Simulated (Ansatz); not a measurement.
`C=[CH][Ga]([CH3])[Cl]` + H–F → `C=[CH][Ga]([CH3])[F]` + HCl at 500 K and 1 bar (ligand exchange at a Ga–Cl bond).

Calculated with Ansatz (gas phase, PBE0-D4/def2-TZVP geometries, no zero-point term in ΔE). CCSD(T)/CBS adds triple-zeta CCSD(T) − MP2 to the extrapolated MP2 energy (def2 sets, frozen cores). This one scheme is used for every species. For Ga outer-core shells are correlated without core-valence functions, which leaves a few kJ/mol of doubt a bond. Scalar relativity is left out up to krypton. One conformer a species, not always the lowest.

```json
{"species": "`C=[CH][Ga]([CH3])[Cl]`", "CCSD(T)/CBS energy (Eh)": "-2501.53436", "H − E (kJ/mol)": "258.4", "S (J/(mol·K))": "450.1"}
{"species": "H–F", "CCSD(T)/CBS energy (Eh)": "-100.39570", "H − E (kJ/mol)": "39.4", "S (J/(mol·K))": "188.7"}
{"species": "`C=[CH][Ga]([CH3])[F]`", "CCSD(T)/CBS energy (Eh)": "-2141.53502", "H − E (kJ/mol)": "259.3", "S (J/(mol·K))": "440.1"}
{"species": "HCl", "CCSD(T)/CBS energy (Eh)": "-460.38127", "H − E (kJ/mol)": "32.5", "S (J/(mol·K))": "201.9"}
```

H − E and S are ideal-gas, rigid-rotor, harmonic terms from PBE0-D4/def2-TZVP, for one conformer and one mirror image of each species. 1 Eh = 2625.50 kJ/mol, R = 8.31446 J/(mol·K).

Problem. By hand: ΔE, ΔH, ΔS and ΔG.

Solution. ΔE = (-2141.53502) + (-460.38127) − (-2501.53436) − (-100.39570) = 0.01377 Eh = 36.2 kJ/mol. Δ(H − E) = 259.3 + 32.5 − 258.4 − 39.4 = -6.0, so ΔH = 30.2 kJ/mol. ΔS = 440.1 + 201.9 − 450.1 − 188.7 = 3.2 J/(mol·K). ΔG = 30.2 − 500 × (3.2)/1000 = 28.6 kJ/mol.

Problem. By hand: the equilibrium constant, and the temperature at which ΔG would vanish if ΔH and ΔS stayed fixed.

Solution. log₁₀ K = −ΔG/(RT ln 10) = -3.0. ΔG = 0 at ΔH/ΔS = 9438 K, far beyond where these terms or the molecules hold.

The number of gas molecules stays the same, so ΔS is small and ΔH decides. A doubt of 5 kJ/mol in ΔE shifts log₁₀ K by 0.5 here. Other conformers and mirror images would add mixing entropy, several J/(mol·K) or more a flexible species. Modes under 60 cm⁻¹, often nearly free rotors, make the harmonic entropy too high. These are equilibria of isolated gas molecules and say nothing of rates. Largest T1 diagnostic: 0.013 (customary marks: 0.02 for closed shells, 0.045 for open ones).
